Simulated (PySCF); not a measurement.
B3LYP has the VWN-RPA correlation part, as in Gaussian. 

Cartesian coordinates (Å):
```xyz
15

Mo     0.0913    -0.1240     0.0712
O      1.4951     1.1205     0.4984
H      2.2331     1.0461    -0.1452
O     -1.0320    -1.4013    -0.9558
H     -1.4974    -0.9961    -1.7124
O      1.4190    -0.4104    -1.3212
H      1.1039    -1.1405    -1.8952
O      0.1634    -1.7250     1.0685
H     -0.4718    -2.4210     0.7860
O     -0.8420     0.8178     1.4136
H     -0.7559     1.7760     1.5832
C     -1.0352     1.1832    -1.2760
H     -2.1135     1.1719    -1.0264
H     -0.8702     0.9018    -2.3352
H     -0.6248     2.2014    -1.1149
```
Charge 0, spin multiplicity 1.

Problem. Predict the charge on the central atom (Mulliken), LUMO, dipole moment, HOMO–LUMO gap, total energy and HOMO from B3LYP-D3(BJ)/def2-TZVP // BP86-D3(BJ)/def2-SVP in PySCF 2.14.0.

Solution. 
```yaml
charge on the central atom (Mulliken): 1.60 e
LUMO: -3.30 eV
dipole_moment: 2.47 D
HOMO–LUMO gap: 4.54 eV
total_energy: -13268.41 eV
HOMO: -7.83 eV
```
